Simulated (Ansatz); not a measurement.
FH$_{3}$O$_{2}$SSi, SMILES `O[Si](O)(F)S`. Total charge 0; spin multiplicity 1. Geometry: relaxed with PBE0-D4/def2-TZVP. It is one conformer, not always the lowest.

```xyz
8

O    -1.528   -0.616   -0.054
Si    0.000   -0.076    0.064
O     0.972   -1.116   -0.706
F     0.420    0.005    1.599
S     0.168    1.857   -0.763
H    -2.213   -0.144    0.422
H     0.896   -2.048   -0.492
H     1.285    2.138   -0.070
```

Q: What is the dipole moment at B3LYP/def2-TZVPP? (Estimate.)

A: Ansatz gave: 1.16 D, with components (-0.70, -0.52, 0.77) D in this frame, pointing from negative to positive charge.

Q: And with PBE, r2SCAN, ωB97M-V? (An estimate is asked.)

A: Computed: PBE 1.16 D, r2SCAN 1.20 D, ωB97M-V 1.19 D.

Q: Give the Mulliken charges with B3LYP, r2SCAN, ωB97M-V in def2-TZVPP. (Estimate.)

A: The calculation gave: 
```json
{"atom": "O1", "B3LYP": "-0.38", "r2SCAN": "-0.40", "ωB97M-V": "-0.36"}
{"atom": "Si2", "B3LYP": "0.81", "r2SCAN": "0.82", "ωB97M-V": "0.76"}
{"atom": "O3", "B3LYP": "-0.37", "r2SCAN": "-0.39", "ωB97M-V": "-0.36"}
{"atom": "F4", "B3LYP": "-0.31", "r2SCAN": "-0.31", "ωB97M-V": "-0.30"}
{"atom": "S5", "B3LYP": "-0.27", "r2SCAN": "-0.27", "ωB97M-V": "-0.25"}
{"atom": "H6", "B3LYP": "0.20", "r2SCAN": "0.21", "ωB97M-V": "0.19"}
{"atom": "H7", "B3LYP": "0.19", "r2SCAN": "0.21", "ωB97M-V": "0.19"}
{"atom": "H8", "B3LYP": "0.12", "r2SCAN": "0.12", "ωB97M-V": "0.13"}
```

B3LYP here is the variant with VWN-RPA as its local correlation; programs differ in this.
